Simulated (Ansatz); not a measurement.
Start from `FC([SiH3])S` and change one element to get `FC([SiH3])[TeH]`.

Ansatz, PBE0-D4/def2-TZVP geometries, multiplicity 1. Each molecule was computed in one conformer, which needn't be the lowest.

Elements past krypton have def2 core potentials.

| property | `FC([SiH3])S` |
| --- | --- |
| size of the dipole moment (PBE/def2-TZVPP) / D | 1.30 |
| LUMO energy (PBE0/def2-TZVPP) / eV | -0.19 |
| HOMO energy (PBE/def2-TZVPP) / eV | -6.33 |
| ideal-gas entropy at 298 K and 1 bar (rigid rotor, harmonic PBE0-D4/def2-TZVP) / J/(mol·K) | 323 |
| HOMO energy (PBE0/def2-TZVPP) / eV | -7.56 |
| HOMO–LUMO gap (PBE/def2-TZVPP) / eV | 5.25 |

(1) What does the change do to each property? (An estimate is asked.)

Answers

(1) Computed: 
| property | `FC([SiH3])[TeH]` | shift |
| --- | --- | --- |
| size of the dipole moment (PBE/def2-TZVPP) / D | 1.22 | -0.08 |
| LUMO energy (PBE0/def2-TZVPP) / eV | -1.04 | -0.85 |
| HOMO energy (PBE/def2-TZVPP) / eV | -5.59 | 0.74 |
| ideal-gas entropy at 298 K and 1 bar (rigid rotor, harmonic PBE0-D4/def2-TZVP) / J/(mol·K) | 350 | 27 |
| HOMO energy (PBE0/def2-TZVPP) / eV | -6.63 | 0.93 |
| HOMO–LUMO gap (PBE/def2-TZVPP) / eV | 3.74 | -1.51 |

With PBE0 the HOMO rises by 0.93 eV and the LUMO falls by 0.85 eV, so the gap narrows by about 1.78 eV. PBE moves the HOMO by 0.74 eV and ωB97M-V by 1.03 eV. Dipoles are sizes alone; their direction can turn.

Spin–orbit coupling is left out; it splits and shifts lone-pair levels of the heavy atoms by tenths of an eV.
